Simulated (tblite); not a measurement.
C₂H₁₀O₂Si₂.
Atom-mapped SMILES: `[CH3:1][SiH2:2][O:3][Si@H:4]([CH3:5])[OH:6]` (hydrogens: H7, H8, H9 on C1; H10, H11 on Si2; H12 on Si4; H13, H14, H15 on C5; H16 on O6)

Computed with GFN2-xTB (tblite), gas phase: L-BFGS steps from a force-field or distance-geometry start until the largest atomic force falls under 0.01 eV/Å.

Step 10: E = -574.4828 eV
```
atom  x, y, z in Å  |  force x, y, z in eV/Å
C1     -2.7430    0.1059    0.4767    0.371  -0.169  -0.004
Si2    -1.1232   -0.9012    0.2901   -0.120  -0.060   0.204
O3     -0.0868   -0.1686   -0.7339   -0.088   0.060   0.010
Si4     1.2930    0.6470   -0.4163    0.369  -0.274   0.082
C5      2.3668   -0.5797    0.5827   -0.096   0.229  -0.115
O6      0.9409    1.9004    0.5490    0.176   0.249   0.085
H7     -3.6105   -0.5373    0.3597    0.027   0.071   0.061
H8     -2.7598    0.5299    1.4791   -0.179   0.024  -0.104
H9     -2.8284    0.9221   -0.2374    0.043  -0.091   0.026
H10    -1.2820   -2.2474   -0.2833   -0.029   0.181   0.020
H11    -0.4680   -0.9813    1.6286   -0.339  -0.080  -0.300
H12     1.8526    1.0894   -1.7053   -0.249  -0.182   0.226
H13     3.2677   -0.1278    0.9991   -0.138  -0.135  -0.162
H14     2.6423   -1.3910   -0.0906    0.132   0.071   0.196
H15     1.7988   -1.0219    1.4074    0.170   0.187  -0.241
H16     0.7322    2.7704    0.2180   -0.049  -0.080   0.014
```

Step 11: E = -574.5178 eV
```
atom  x, y, z in Å  |  force x, y, z in eV/Å
C1     -2.7543    0.1061    0.4812    0.373  -0.138  -0.099
Si2    -1.1334   -0.8991    0.2906   -0.102  -0.153   0.302
O3     -0.0743   -0.1740   -0.7101   -0.206   0.102   0.018
Si4     1.3007    0.6485   -0.4109    0.421  -0.273   0.113
C5      2.3850   -0.5684    0.5841   -0.036   0.125  -0.083
O6      0.9892    1.9121    0.5523    0.117   0.341   0.070
H7     -3.6270   -0.5308    0.3468    0.109   0.095   0.192
H8     -2.7641    0.5461    1.4791   -0.242  -0.069  -0.171
H9     -2.8331    0.9134   -0.2426    0.053  -0.020   0.013
H10    -1.2655   -2.2327   -0.3092   -0.092   0.117   0.006
H11    -0.5081   -1.0165    1.6424   -0.299  -0.033  -0.325
H12     1.7936    1.0647   -1.7263   -0.125  -0.113   0.134
H13     3.2973   -0.1353    0.9989   -0.235  -0.067  -0.143
H14     2.6613   -1.3860   -0.0812    0.078   0.062   0.141
H15     1.8062   -1.0076    1.4038    0.209   0.194  -0.209
H16     0.7189    2.7686    0.2247   -0.024  -0.171   0.041
```

Step 12: E = -574.5504 eV
```
atom  x, y, z in Å  |  force x, y, z in eV/Å
C1     -2.7589    0.1038    0.4828    0.224  -0.044  -0.142
Si2    -1.1437   -0.9001    0.2951   -0.050  -0.186   0.243
O3     -0.0646   -0.1768   -0.6821   -0.244   0.158   0.067
Si4     1.3134    0.6475   -0.4039    0.257  -0.138   0.100
C5      2.4022   -0.5551    0.5830    0.074  -0.038  -0.033
O6      1.0402    1.9262    0.5541    0.085   0.318   0.015
H7     -3.6404   -0.5210    0.3388    0.162   0.055   0.264
H8     -2.7737    0.5600    1.4741   -0.239  -0.127  -0.170
H9     -2.8373    0.9044   -0.2468    0.093   0.050  -0.038
H10    -1.2508   -2.2157   -0.3348   -0.154   0.010  -0.024
H11    -0.5531   -1.0519    1.6500   -0.201  -0.010  -0.216
H12     1.7325    1.0381   -1.7443    0.004  -0.048   0.035
H13     3.3218   -0.1445    0.9969   -0.203   0.077  -0.085
H14     2.6809   -1.3794   -0.0686    0.038  -0.006   0.013
H15     1.8187   -0.9901    1.3969    0.150   0.151  -0.083
H16     0.7054    2.7635    0.2323    0.004  -0.223   0.055
```

**Question.** Estimate the geometry and energy of step 13. (The exact step hangs on the optimiser's Hessian estimate; all steps are aligned on step 12, rigid shifts and turns removed.)

**Answer.** E = -574.5708 eV, largest force 0.304 eV/Å
```
atom  x, y, z in Å  |  force x, y, z in eV/Å
C1     -2.7568    0.1012    0.4804    0.037   0.053  -0.120
Si2    -1.1502   -0.9044    0.3016   -0.013  -0.142   0.058
O3     -0.0619   -0.1747   -0.6595   -0.190   0.206   0.118
Si4     1.3248    0.6457   -0.3982    0.009   0.014   0.047
C5      2.4137   -0.5466    0.5806    0.128  -0.148  -0.007
O6      1.0749    1.9381    0.5535    0.135   0.126   0.005
H7     -3.6454   -0.5124    0.3398    0.151  -0.026   0.237
H8     -2.7851    0.5656    1.4662   -0.176  -0.118  -0.104
H9     -2.8388    0.8997   -0.2495    0.133   0.080  -0.095
H10    -1.2444   -2.2044   -0.3517   -0.189  -0.083  -0.052
H11    -0.5856   -1.0746    1.6504   -0.088  -0.025  -0.016
H12     1.6931    1.0201   -1.7543    0.081  -0.014  -0.016
H13     3.3328   -0.1493    0.9944   -0.066   0.209  -0.020
H14     2.6937   -1.3750   -0.0598    0.030  -0.087  -0.102
H15     1.8307   -0.9764    1.3912    0.048   0.082   0.056
H16     0.6969    2.7563    0.2383   -0.031  -0.125   0.013
```

The energy changes by -0.0204 eV. The first-order estimate −F·Δx gives -0.0299 eV and the mean of the old and new forces, exact on a quadratic surface, -0.0206 eV. The step makes an angle of 70° with the force vector and moves no atom by more than 0.044 Å.

The cost below is that of the whole relaxation. Hardware: one thread, Arm Neoverse V1 (aarch64), on a shared host. Cost: 0.84 s of wall time.
